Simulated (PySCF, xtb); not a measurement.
CH5S, SMILES C[SH2+], charge +1.

xtb 6.7.1 with GFN2-xTB at its own geometry gives an orbital gap of 6.48 eV.

Geometry optimised at B3LYP-D3(BJ)/def2-TZVP. The isomer is the one that the SMILES or the coordinates give; other isomers of the formula were not compared.

What does PBE/def2-TZVPD (PySCF) give? (The exact figures need the calculation; the answer reports its results.)

gap 7.55 eV (levels -14.94 and -7.40 eV).
